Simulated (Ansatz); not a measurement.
CH7AlOSi2 can be A, `[SiH3][SiH]1O[CH2][AlH]1`, or B, `[CH2]1[AlH][O][SiH2][SiH2]1`.

Program: Ansatz. Geometries: PBE0-D4/def2-TZVP. ΔE: electronic, gas phase. CBS: MP2 limit from def2 TZ/QZ plus the TZ coupled-cluster correction, frozen cores. DFT in def2-TZVPP. B3LYP here is the variant with VWN-RPA as its local correlation; programs differ in this.

Which isomer does CCSD(T)/CBS put lower? Give the gap. (An estimate is asked.)

Computed: B, by 81.1 kcal/mol.

Give E(B) − E(A) in kcal/mol with B2PLYP, ωB97M-V, HF/def2-TZVPP, CCSD(T)/def2-TZVPP, PBE-D4, PBE0-D4, B3LYP-D4. (Estimate.)

Ansatz gave: B2PLYP -79.8, ωB97M-V -80.7, HF/def2-TZVPP -82.0, CCSD(T)/def2-TZVPP -80.3, PBE-D4 -72.8, PBE0-D4 -76.4, B3LYP-D4 -78.1. None reverses the order clearly.

Largest T1 diagnostic: 0.014.

From PBE to PBE0 (25 % exact exchange), in def2-TZVPP and without D4, E(B) − E(A) moves by −3.8 kcal/mol. The D4 term adds −1.5 kcal/mol with B3LYP and −0.7 kcal/mol with PBE0; it sums over pairs of atoms, weighted by their polarisabilities, and B3LYP, whose exchange is more repulsive, gets the larger term.
